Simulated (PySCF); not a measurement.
C₃H₅BN₂O, SMILES CB(O)/C=N\C#N.

The structure is a stationary point at PBE0-D3(BJ)/def2-SVP. The structure was generated by enumeration; whether it is a known compound was not checked. Other conformers were not sampled.

Computed with TDA-PBE/def2-SVPD (PySCF 2.14.0).

Vertical excitations. Gas-phase values at a fixed geometry. State labels are in the subgroup Cs.

```tsv
state	symmetry	energy (eV)	λ (nm)	f	main pairs
S1	A"	2.81	442	0.000	HOMO→LUMO 100 %
S2	A"	4.33	286	0.001	HOMO−2→LUMO 99 %
S3	A"	4.87	255	0.003	HOMO−3→LUMO 99 %
S4	A'	5.24	237	0.226	HOMO−1→LUMO 80 %
S5	A"	5.54	224	0.000	HOMO−5→LUMO 97 %
S6	A'	5.63	220	0.015	HOMO−4→LUMO 90 %
S7	A'	5.70	218	0.011	HOMO→LUMO+1 97 %
S8	A"	5.72	217	0.001	HOMO−6→LUMO 98 %
S9	A"	6.07	204	0.000	HOMO−7→LUMO 60 %, HOMO→LUMO+2 39 %
S10	A"	6.13	202	0.001	HOMO→LUMO+2 60 %, HOMO−7→LUMO 39 %
T1	A"	2.27	545	0	HOMO→LUMO 100 %
T2	A'	3.31	374	0	HOMO−1→LUMO 98 %
T3	A"	4.05	306	0	HOMO−2→LUMO 99 %
T4	A"	4.44	279	0	HOMO−3→LUMO 99 %
```
Triplets are in the Tamm–Dancoff approximation.
